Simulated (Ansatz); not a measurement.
```yaml
crystal:
  periodic: [false, false, false]
  atoms:
    - {symbol: N, position_ang: [-0.486369, 1.721578, 0.103997]}
    - {symbol: Si, position_ang: [-0.488508, 0.105561, 0.652633]}
    - {symbol: Si, position_ang: [1.071060, -1.148338, -0.550846]}
    - {symbol: Br, position_ang: [-2.453904, -0.971670, 0.391630]}
    - {symbol: H, position_ang: [-0.524113, 1.921234, -0.883133]}
    - {symbol: H, position_ang: [-0.965545, 2.433061, 0.633970]}
    - {symbol: H, position_ang: [-0.265753, 0.138111, 2.117458]}
    - {symbol: H, position_ang: [0.972424, -2.578726, -0.163682]}
    - {symbol: H, position_ang: [0.770189, -1.010897, -2.001992]}
    - {symbol: H, position_ang: [2.453618, -0.660914, -0.297037]}
basis:
  gaussian: {orbitals: ANO-RCC-VTZP, final_grid: {core_spheres: 8, valence_spheres: 7, degree: 23}}
total_charge: 1
magnetization: {spin_polarized: true, initial_magnetization: 1}
hamiltonian: {xc: {name: wPBEh}}
outputs: {forces: true}
output: {forces: true}
```

```sh
$ ansatz run in.yaml --threads 4 --pin off --events-out ev --progress --plain --max-ram 10444MiB
```

Output, abridged:

```
Error: YAML parse error: error: line 19 column 1: unknown field `outputs`, expected one of crystal, accuracy, basis, kpoints, hamiltonian, magnetization, projection, total_charge, correlation, batch, efield, external_charges, scf, relax, neb, saddle, md, ramp, phonons, dielectric, real_time, elastic, magnetic_configurations, gw, evaluate, workflow, output, checkpoint, execution
17 | magnetization: {spin_polarized: true, initial_magnetization: 1}
18 | hamiltonian: {xc: {name: wPBEh}}
19 | outputs: {forces: true}
20 | output: {forces: true}
```

Question: Something in this input is off. What?

Answer: The input holds a key that doesn't belong there. The input was rejected before any iteration.
